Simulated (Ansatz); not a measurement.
Relaxation of C3H9NSi (14 atoms, charge 0, multiplicity 1), to a largest force component of 0.015 eV/Å in at most 40 steps.

The calculation used RKS PBE0-D4/STO-3G (Ansatz).

```xyz
14
Properties=species:S:1:pos:R:3:forces:R:3
C -0.669 -0.688 1.211 -2.38 3.65 0.07
C -0.121 -0.256 -0.155 -1.69 0.60 0.47
Si -0.841 1.348 -0.739 -1.89 2.43 0.20
C -0.367 -1.285 -1.202 4.04 -3.27 -1.03
N 0.644 -2.025 -1.700 -6.02 -0.64 -1.62
H -0.545 0.146 1.956 0.34 -0.94 -0.55
H -0.262 -1.578 1.575 1.01 -2.11 0.80
H -1.763 -0.763 1.110 0.10 -0.58 0.20
H 0.913 -0.104 -0.024 2.21 0.04 -0.15
H -2.340 1.220 -0.938 1.69 -0.01 0.17
H -0.654 2.411 0.315 -0.06 -1.06 -1.03
H -0.244 1.832 -1.999 -0.21 -0.45 0.70
H -1.368 -1.645 -1.484 -0.24 0.56 -0.01
H 1.526 -1.756 -1.320 3.12 1.78 1.79
```

**Question.** Where does it end, and by what steps?

**Answer.** The run converged. Limits of this set-up: minimal basis. After 13 steps the energy has fallen by 0.804 eV; H14 moved furthest, 0.39 Å.

```csv
step,energy less start (eV),largest force component (eV/Å),accepted
0,0.0000,6.024,yes
1,-0.5979,2.229,yes
2,-0.6333,1.457,yes
3,-0.6914,1.120,yes
4,-0.7934,0.162,yes
5,-0.7911,0.216,no
6,-0.7979,0.043,yes
7,-0.8002,0.044,yes
8,-0.8019,0.122,yes
9,-0.8021,0.153,yes
10,-0.8031,0.069,yes
11,-0.8033,0.061,yes
12,-0.8035,0.032,yes
13,-0.8036,0.011,yes
```

```xyz
14
Properties=species:S:1:pos:R:3
C -0.768 -0.649 1.255
C -0.113 -0.262 -0.097
Si -0.821 1.363 -0.757
C -0.310 -1.375 -1.127
N 0.585 -1.959 -1.878
H -0.623 0.144 1.999
H -0.327 -1.574 1.651
H -1.847 -0.812 1.133
H 0.970 -0.132 0.058
H -2.233 1.206 -1.004
H -0.620 2.401 0.226
H -0.153 1.727 -1.983
H -1.354 -1.718 -1.249
H 1.523 -1.504 -1.622
```

Whether the end is a true minimum wasn't checked by a vibrational analysis.

The run took 39 s on 1 thread of Intel(R) Xeon(R) Platinum 8375C CPU @ 2.90GHz (Ice Lake) (shared host), peak memory 0.14 GiB.
